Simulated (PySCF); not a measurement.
Electron correlation in Pm(2+) (promethium, charge +2)

[Xe] 4f4 6s1, one real determinant (an excited configuration). All numbers are calculated (PySCF 2.14, scalar relativity by spin-free X2C-1e, in cc-pVDZ-X2C). Frozen: [Kr] 4d10; 13 electrons correlated.

MP2 pair energies summed by pair of shells (mhartree):

```csv
pair,energy,share (%)
5p-5p,-123.16,41.4
4f-5p,-75.54,25.4
5s-5p,-33.05,11.1
4f-4f,-22.39,7.5
5p-6s,-19.85,6.7
4f-5s,-13.12,4.4
5s-5s,-6.13,2.1
4f-6s,-3.46,1.2
5s-6s,-1.10,0.4
```

Total MP2 correlation energy: -297.80 mhartree.

Same-spin part -108.28 and opposite-spin part -189.52 mhartree; SCS-MP2 scales them by 1/3 and 6/5 to -263.51 mhartree.

The reference is one real determinant that mixes LS terms of this configuration.
